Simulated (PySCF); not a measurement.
# Computed properties of In(F)(Cl)(OH) (ClFHInO), SMILES [OH][In]([F])[Cl]

ClFHInO, SMILES [OH][In]([F])[Cl]. The structure is a stationary point at B3LYP-D3(BJ)/def2-SVP. The def2 effective core potentials stand for the cores of In; spin–orbit coupling is left out. Other conformers were not sampled. All values are computed for the isolated molecule unless a solvent is named; none is compared with measurement here.

**Structure.** The optimised structure has Cs symmetry. All 9 harmonic modes at B3LYP-D3(BJ)/def2-SVP (PySCF) are real, so it is a minimum. With heavy atoms numbered as in [In:1]([F:2])([Cl:3])[OH:4], the shortest bond between them is In1–F2 at 1.960 Å and the longest In1–Cl3 at 2.330 Å.

**Vibrations.** The strongest infrared lines (harmonic, unscaled, degenerate partners summed) lie at 285 cm⁻¹ (105 km/mol, H 92 %), 3799 cm⁻¹ (78 km/mol, H 94 %), 623 cm⁻¹ (67 km/mol, O 49 %, F 32 %, In 18 %). The softest mode is at 100 cm⁻¹ and the zero-point energy is 9.8 kcal/mol.

**Electronic structure.** B3LYP/def2-TZVPD (PySCF) places the frontier levels at -9.19 and -3.39 eV, a gap of 5.80 eV, and gives a dipole moment of 1.34 D and a mean polarisability of 54.4 bohr³.

**Excitations.** TDDFT-PBE0/def2-SVPD (PySCF) has S1 at 4.79 eV (259 nm, f = 0.004, weak); the most intense of the 10 singlets computed lies at 7.37 eV (f = 0.16). T1 (TDA) is at 4.36 eV. No vertical singlet excitation falls in the visible range (under 3.1 eV).
